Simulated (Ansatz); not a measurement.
Gas-phase reaction in SMILES: C1CCCSCC1 + H+ → C1CCC[SH+]CC1
Geometries: B3LYP-D3(BJ)/def2-TZVP minima from Ansatz (an electronic-structure program), one conformer each, not searched for the lowest.
Geometry of the first species:
```
C
H 1 1.0926
H 1 1.0955 2 105.74
C 1 1.5332 2 107.22 3 -117.38
H 4 1.0936 1 108.61 2 -68.81
H 4 1.0959 5 106.51 1 -116.97
C 4 1.5245 5 108.95 6 -115.30
H 7 1.0913 4 109.84 5 55.58
H 7 1.0932 8 107.10 4 -120.21
C 1 1.5372 2 108.46 3 118.48
H 10 1.0922 1 108.36 2 88.35
H 10 1.0929 11 106.11 1 117.22
C 10 1.5325 11 108.90 12 115.34
H 13 1.0928 10 108.17 11 -44.03
H 13 1.0957 14 106.26 10 117.43
C 13 1.5302 14 109.13 15 115.33
H 16 1.0905 13 110.01 14 -39.38
H 16 1.0915 17 106.67 13 120.49
S 16 1.8212 17 106.08 18 113.28
```

Quantity: proton affinity (electronic energy difference), positive where the reaction releases energy, in kcal/mol. Valence correlation only, unless marked. No spin-orbit coupling. Non-relativistic. Basis-set limits of correlation are two-point, X^-3; Hartree-Fock from the larger set. The bracket is a focal-point correction in the basis named.

```tsv
level	program	proton affinity (kcal/mol)	minus last row
HF/cc-pV(D+d)Z	Ansatz	213.7	2.8
PBE-D4/def2-TZVPD	Ansatz + dftd4	211.7	0.8
BLYP-D3(BJ)/def2-TZVPD	Ansatz + dftd3	213.9	3.0
BLYP/def2-TZVPD	Ansatz	212.4	1.5
r2SCAN-D3(BJ)/def2-TZVPD	Ansatz + dftd3	213.7	2.8
r2SCAN-D4/def2-TZVPD	Ansatz + dftd4	213.3	2.4
B97M-V/def2-TZVPD	Ansatz	211.8	0.9
PBE0-D4/def2-TZVP	Ansatz + dftd4	212.7	1.8
r2SCANh/def2-TZVPD	Ansatz	213.2	2.3
CAM-B3LYP-D3(BJ)/def2-TZVPD	Ansatz + dftd3	211.2	0.3
PBE-QIDH/def2-TZVPD	Ansatz	211.6	0.7
MP2/6-31G	Ansatz	196.2	-14.7
SCS-MP2/cc-pVTZ	Ansatz	211.6	0.7
CCSD/cc-pwCVTZ	Ansatz	213.0	2.1
RI-MP2/CBS(cc-pV(T+d)Z,cc-pV(Q+d)Z)+[CCSD(T)-MP2]/cc-pV(T+d)Z	Ansatz	210.9	0.0
```
